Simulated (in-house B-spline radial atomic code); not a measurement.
A fraction x of an electron is removed from 3d in Mo³⁺, starting from [Kr] 4d3 and keeping the highest spin. Method: scalar-relativistic (X2C) B3LYP, spin-polarised, spherical fractional occupations, Fermi nucleus of rms radius 4.4091 fm. Calculated with a radial B-spline atomic code at the basis-set limit.

Caution: exact exchange at fractional occupations of open shells leaves self-interaction of up to several eV.

```
   x  E(x) - E(0) (eV)  3d down level (eV)
   0            0.0000            -259.652
 0.1           26.1310            -262.973
0.14                 ?                   ?
0.26           68.6348            -268.335
0.41          109.2655            -273.416
 0.5                 ?                   ?
0.75          204.2095            -285.121
0.78          212.7788            -286.166
0.93          256.0971            -291.420
   1          276.5828            -293.888
```

Q: What belongs in the row x = 0.14?

A: An energy change of 36.6766 eV; 3d down at -264.307 eV.

Q: What belongs in the row x = 0.5?

A: An energy change of 134.0111 eV; 3d down at -276.489 eV.

Q: Check Janak's theorem between x = 0.26 and 0.41.

A: The slope of the energy is 270.87 eV; the orbital levels give 270.88 eV (-ε of the emptying orbital, averaged over the two points).
